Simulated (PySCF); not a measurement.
Compound: C5H8Si.
Atom-mapped SMILES: `[SiH3:1][CH2:2][CH:3]=[C:4]1[CH:5]=[CH:6]1` (hydrogens: H7, H8, H9 on Si1; H10, H11 on C2; H12 on C3; H13 on C5; H14 on C6)

The same species was optimised twice, with GFN2-xTB and with PBE0-D3(BJ)/def2-SVP (PySCF), and the same property calculations (PySCF, gas phase) were run on both structures.

| coordinate | GFN2-xTB | PBE0-D3(BJ)/def2-SVP | change |
| --- | --- | --- | --- |
| C3=C4 (Å) | 1.311 | 1.333 | +0.022 |
| C4–C5 (Å) | 1.454 | 1.439 | -0.015 |
| Si1–C2 (Å) | 1.906 | 1.891 | -0.015 |
| C4–C6 (Å) | 1.455 | 1.443 | -0.012 |
| C2–C3 (Å) | 1.501 | 1.502 | +0.001 |
| C5=C6 (Å) | 1.322 | 1.321 | -0.001 |
| C5–C4–C6 (°) | 54.0 | 54.6 | +0.6 |
| C2–C3–C4 (°) | 123.7 | 124.1 | +0.4 |
| C4–C6–C5 (°) | 62.9 | 62.5 | -0.4 |
| C3–C4–C5 (°) | 153.6 | 153.3 | -0.3 |
| Si1–C2–C3 (°) | 111.7 | 111.4 | -0.3 |
| C3–C4–C6 (°) | 152.3 | 152.2 | -0.1 |
| C4–C5–C6 (°) | 63.0 | 62.9 | -0.1 |
| Si1–C2–C3–C4 (°) | 112 | 103 | -9 |

Rotational constants: A = 9007, B = 1220, C = 1199 MHz (GFN2-xTB) against A = 8336, B = 1263, C = 1227 MHz (PBE0-D3(BJ)/def2-SVP). Point groups within 0.08 Å: C1 and C1.

On the GFN2-xTB structure: lowest singlet, TDDFT (eV) 4.30 [CAM-B3LYP/def2-SVPD]; lowest triplet, Tamm–Dancoff (eV) 3.23 [CAM-B3LYP/def2-SVPD]; isotropic polarisability (au) 86.7 [CAM-B3LYP/def2-SVPD]; HOMO (eV) -6.98 [CAM-B3LYP/def2-SVPD]; LUMO (eV) 0.55 [CAM-B3LYP/def2-SVPD]; dipole (D) 2.27 [CAM-B3LYP/def2-SVPD].

Question: What do these properties become on the PBE0-D3(BJ)/def2-SVP structure?

Answer: 
| property | level | on GFN2-xTB | on PBE0-D3(BJ)/def2-SVP | change |
| --- | --- | --- | --- | --- |
| lowest singlet, TDDFT (eV) | CAM-B3LYP/def2-SVPD | 4.30 | 4.17 | -0.13 |
| lowest triplet, Tamm–Dancoff (eV) | CAM-B3LYP/def2-SVPD | 3.23 | 3.16 | -0.07 |
| isotropic polarisability (au) | CAM-B3LYP/def2-SVPD | 86.7 | 88.6 | +1.9 |
| HOMO (eV) | CAM-B3LYP/def2-SVPD | -6.98 | -6.90 | +0.08 |
| LUMO (eV) | CAM-B3LYP/def2-SVPD | 0.55 | 0.50 | -0.05 |
| dipole (D) | CAM-B3LYP/def2-SVPD | 2.27 | 2.53 | +0.26 |
| energy, GFN2-xTB geometry as zero (kcal/mol) | CAM-B3LYP/def2-SVPD | 0.0 | -1.6 | -1.6 |

The heavy atoms differ by 0.062 Å rms after alignment. Among bonds between heavy atoms C3=C4 changes most (+0.022 Å). Changes are differences of the printed values. Neither structure is proved a minimum here.

Shape of the structure used: `[SiH3:1][CH2:2][CH:3]=[C:4]1[CH:5]=[CH:6]1`: Si1–C2–C3–C4 103°.
